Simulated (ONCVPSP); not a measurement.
# Co: one change to an ONCV potential, before and after

Co (Z = 27), optimised norm-conserving Vanderbilt (ONCV), made with ONCVPSP 4.0.1 (PBEsol, scalar-relativistic). Core [Ar], reference 3d7 4s1.5 4p0.5. Waves: 4s: rc 1.70 bohr, ncon 3, nbas 6, qcut 3.6 1/bohr, 2 projectors, debl 0.9 Ha; 4p: rc 2.95 bohr, ncon 3, nbas 7, qcut 2.6 1/bohr, 2 projectors, debl 3.7 Ha; 3d: rc 0.95 bohr, ncon 4, nbas 9, qcut 16.4 1/bohr, local; f scattering state at 0.09 Ha: rc 2.75 bohr, ncon 3, nbas 8, qcut 3.5 1/bohr, 1 projector. Local part: the d channel. Core correction: polynomial model core, fcfact 0.35.

Change: s: rc 1.5.

Cutoffs: the cutoffs (Ha) at which the residual kinetic energy of the hardest occupied pseudo-wave falls to 1 and 0.1 mHa per electron; they do not see the model core or the augmentation charge, which bear on the density cutoff. Errors are all-electron minus pseudo energies relative to the spin-unpolarised reference configuration.

Question: What does the change do?

Answer: The potential gets neither clearly harder nor softer (101 Ha and 116 Ha → 101 Ha and 116 Ha); both files keep a bound ghost (p, s); of the 3 tests that both files solve, the error grows in 1 and shrinks in 1 by more than 15 % and 0.3 meV (median size 7.4 → 6.5 meV).

```csv
quantity,base,changed
"cutoff, loose",101 Ha,101 Ha
"cutoff, tight",116 Ha,116 Ha
loose cutoff by channel,"s 4.9 Ha, p 1.3 Ha, d 101 Ha","s 42 Ha, p 1.3 Ha, d 101 Ha"
bound ghosts,"s, p","s, p"
GHOST(+) flags under 300 eV,"f at 11.4 eV, s at 173.2 eV","f at 11.4 eV, s at 229.1 eV"
tests with a reliable result,3 of 4,3 of 4
"error for 3d7 4s2 4p0, meV [ΔE -2.16 eV]",+0.8,+1.2
"error for 3d7 4s1 4p0, meV [ΔE 6.89 eV]",-7.4,-6.5
"error for 3d7 4s0 4p0, meV [ΔE 23.59 eV]",-54,-43
p: phases at 3.00 bohr within 0.05 rad from the reference energy up to (Ha; the scan ends near 5),1.2,1.2
d: phases at 0.96 bohr within 0.05 rad from the reference energy up to (Ha; the scan ends near 5),to the end of the scan,to the end of the scan
f: phases at 2.79 bohr within 0.05 rad from the reference energy up to (Ha; the scan ends near 5),2.1,2.1
"rms error of d²Exc/dni dnj with the model core, mHa",3.32,3.32
```

 A true bound ghost makes a file unfit for plane-wave use even where its test errors are small: the radial tests pick states by their node count and pass the ghost by.
